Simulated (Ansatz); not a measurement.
System: GeHF, charge 0, singlet. A triplet may lie lower; no result for it is given here. GeHF (SMILES [F][GeH]).
B3LYP-D3(BJ)/def2-TZVP minimum from Ansatz (a first-principles code):
```xyz
3

Ge    -0.1260    -0.2232     0.2785
H     -0.9771    -1.0422    -0.8228
F      0.5567     0.9092    -0.8988
```
Charge 0, spin multiplicity 1.

Hartree-Fock and MP2 correlation energies in hartree (Ansatz). UHF or UKS for unpaired electrons; spin-orbit terms are left out. Correlated methods leave the cores frozen (noble-gas shells, and filled d and f shells in the p block). No relativity. The restricted determinant of HFGe ([F][GeH], singlet) is unstable towards broken spin symmetry in at least one set run.

```csv
basis,X,E(HF),"E(corr, MP2)"
cc-pVTZ,3,-2175.46958,-0.35233
cc-pVQZ,4,-2175.48332,-0.38355
cc-pV5Z,5,-2175.48618,withheld
```

Q: Fit E(corr) = E∞ + A/X³ to X = 3 and 4, predict X = 5, and compare with the run.

A: A = (-0.35233 - (-0.38355))/(1/27 - 1/64) = 1.4581; E∞ = -0.38355 - A/64 = -0.40633; at X = 5, E∞ + A/125 = -0.39467. The run gave -0.39701, 2.34 mEh below the prediction. The same form on X = 4 and 5 gives E∞ = -0.41113, 4.80 mEh below the first estimate.
